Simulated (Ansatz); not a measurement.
Mo₄⁻, relaxed as a doublet with UKS PBE0-D4/def2-SVPD in Ansatz, starting from the GFN1-xTB geometry. Force threshold 0.02 eV/Å.

In the def2 sets Mo takes a core potential; there is no spin–orbit coupling. The charge -1 doublet is spin-contaminated (final ⟨S²⟩ up to 3.53, 0.75 for a pure state). The highest occupied level of the charge -1 doublet lies above zero (up to 0.22 eV). It is a level of β spin, whose loss leaves a triplet; that state wasn't run at this geometry and level. The electron is either unbound and held by the finite basis, or the level is raised by self-interaction error. The relaxation made no stability test and no search for a lower SCF solution. No other spin state of charge -1 was run. Another isomer (doublet) lies 1.03 eV lower at PBE0-D4/def2-TZVPD; other spin states weren't run for this one.

Start:

Cartesian coordinates in Å:
```
Mo -0.4491 -0.7543 -1.2878
Mo 1.2223 -0.7323 0.6313
Mo -1.1747 0.0259 1.0238
Mo 0.4015 1.4607 -0.3673
```

Problem. Estimate the energy that the relaxation releases and the steps that it takes.

Solution. 1.40 eV, in 20 steps; 3 min on 4 threads of Intel Xeon Platinum 8259CL on a shared host. The force fell under the threshold at step 6, but the optimiser went on and released 0.445 eV more. No frequencies were taken in this run, so the end may be a saddle point.

Problem. Does the start keep its bonding and symmetry?

Solution. By distances, no bond broke or formed. The bond that changes most is Mo3–Mo4, from 2.55 to 2.08 Å (atoms count from 1). Point group Td at the start, C2 at the end, both within 0.05 Å.

Problem. Predict the relaxed structure.

Solution. 
```xyz
4

Mo   -0.199   -0.933   -1.172
Mo    1.251   -0.997    0.318
Mo   -1.215    0.436    0.999
Mo    0.162    1.494   -0.145
```
Bond lengths (bridged metal pairs left out): 6 × Mo–Mo 2.08 to 2.93 Å.
